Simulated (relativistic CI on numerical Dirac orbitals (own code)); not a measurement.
# Ir22+: sensitivity of the levels to the model

Base calculation: Dirac-Coulomb-Breit CI, KLI orbitals optimised for each configuration, a model potential for QED, unscaled Slater integrals.

CI space (outside the closed core [Ar] 3d10 4d10): 4s2.4p6.4f9, 4s2.4p6.4f8.5s, 4s2.4p6.4f8.5p, 4s2.4p6.4f7.5s.5p, 4s2.4p5.4f10, 4s2.4p6.4f8.6s, 4s2.4p6.4f7.5s2, 4s2.4p6.4f6.5s2.5p, 4s2.4p6.4f6.5s2.6s, 4p6.4f11, 4p5.4f12. Double excitations out of closed p, d and f shells are left out; levels of such configurations are missing from the list, as are those of other unlisted configurations, and high levels can miss mixing partners.

Variants: (1) P86 correlation estimate; (2) QED terms removed. Shifts of the energy above 4s2.4p6.4f9 6H°_15/2, in cm⁻¹, for the lowest level and the first level of each name with at least 55 % of one term (blank where a level changes its place among those of its configuration and J or its character, or is not in the variant):

| Level | Base | Δ(1) | Δ(2) |
| --- | --- | --- | --- |
| 4s2.4p6.4f9 6H°_15/2 | 0.0 | 0.0 | 0.0 |
| 4s2.4p6.4f9 6H°_13/2 | 18110.2 | 0.0 | -87.9 |
| 4s2.4p6.4f9 6H°_9/2 | 33467.0 | +0.3 | -112.7 |
| 4s2.4p6.4f9 6H°_5/2 | 42422.3 | +0.5 | -121.3 |
| 4s2.4p6.4f9 6F°_5/2 | 44556.5 | +0.6 | -122.0 |
| 4s2.4p6.4f9 6F°_1/2 | 47630.6 | +0.7 | -105.4 |
| 4s2.4p6.4f9 4M°_21/2 | 57227.3 | -0.2 | -67.0 |
| 4s2.4p6.4f9 4G°_11/2 | 59537.1 | +1.0 | -107.4 |
| 4s2.4p6.4f9 4M°_17/2 | 80253.9 | +0.1 | -160.2 |
| 4s2.4p6.4f9 4M°_19/2 | 82526.6 | 0.0 | -162.3 |
| 4s2.4p6.4f9 4H°_13/2 | 83952.2 | +0.9 | -115.3 |
| 4s2.4p6.4f9 4L°_17/2 | 89141.1 | +0.4 | -138.9 |
| 4s2.4p6.4f9 4F°_3/2 | 90920.5 | +1.5 | -73.8 |
| 4s2.4p6.4f9 4K°_11/2 | 100962.8 | +0.7 | -196.2 |

At this charge energies of transitions that change n are usually good to better than 1 %, and those within a shell (Δn = 0) to a few per cent. Terms inside the open d or f shell come out 10 to 20 % too wide with unscaled integrals.

Ionisation energy from the two ground configurations alone: base 646.406 eV; P86 correlation estimate 648.399 eV. The NIST ASD value (theoretical) is 670 eV. The gap of more than 2 % comes from missing correlation, or from a tabulated value that is itself an estimate.

LS names give the leading component of a level, which can be under half, so a name can repeat, a term be missing and a line seem to break the LS rules.
